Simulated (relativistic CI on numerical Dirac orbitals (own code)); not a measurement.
# Ge28+: sensitivity of the levels to the model

Base calculation: Dirac-Coulomb-Breit CI, KLI orbitals optimised for each configuration, QED by a radiative potential, unscaled Slater integrals.

Configuration list (outside the closed core 1s2): 2s², 2s2p, 2p², 2p3s, 2p3p, 2s3s, 2s3p, 2s3d, 2s4s, 2s4p, 2s4d, 2s4f, 2s5s, 2s5p, 3s², 2s5d, 2s5f, 2s5g, 3s3p, 3p². Levels of other configurations are missing.

The lowest level and the first level of each name with at least 55 % of one term (blank where a level has no safe partner in the second run):

| Level | Base (eV) | Shift (eV) |
| --- | --- | --- |
| 2s² ¹S0 | 0.00 | 0.00 |
| 2s2p ³P°0 | 54.78 | +0.36 |
| 2s2p ³P°1 | 62.39 | +0.36 |
| 2s2p ³P°2 | 92.60 | +0.36 |
| 2s2p ¹P°1 | 135.07 | +0.36 |
| 2p² ³P0 | 154.41 | +0.51 |
| 2p² ³P1 | 180.60 | +0.52 |
| 2p² ³P2 | 189.25 | +0.52 |
| 2p² ¹D2 | 225.49 | +0.52 |
| 2p² ¹S0 | 258.14 | +0.50 |
| 2s3s ³S1 | 1735.78 | +0.80 |
| 2s3s ¹S0 | 1746.78 | +0.80 |
| 2s3p ³P°0 | 1762.88 | +1.00 |
| 2s3p ³P°1 | 1763.16 | +1.00 |
| 2s3p ¹P°1 | 1773.19 | +0.98 |
| 2s3p ³P°2 | 1773.91 | +1.00 |
| 2s3d ³D1 | 1786.85 | +0.90 |
| 2s3d ³D2 | 1788.17 | +0.90 |
| 2s3d ³D3 | 1790.55 | +0.90 |
| 2s3d ¹D2 | 1800.14 | +0.90 |
| 2p3s ³P°0 | 1805.39 | +0.67 |
| 2p3s ³P°1 | 1808.94 | +0.69 |

At this charge energies of transitions that change n are usually good to better than 1 %, and those within a shell (Δn = 0) to a few per cent.

**Question.** One thing was changed in a second run, which moved the levels as shown. Which?
A. Breit term removed
B. configuration mixing switched off
C. P86 correlation estimate
D. QED terms removed

**Answer.** C. P86 correlation estimate. A correlation estimate moves all levels of a configuration together before mixing; mixed levels move by a weighted share.

LS names give the leading component of a level, which can be under half, so a name can repeat, a term be missing and a line seem to break the LS rules.
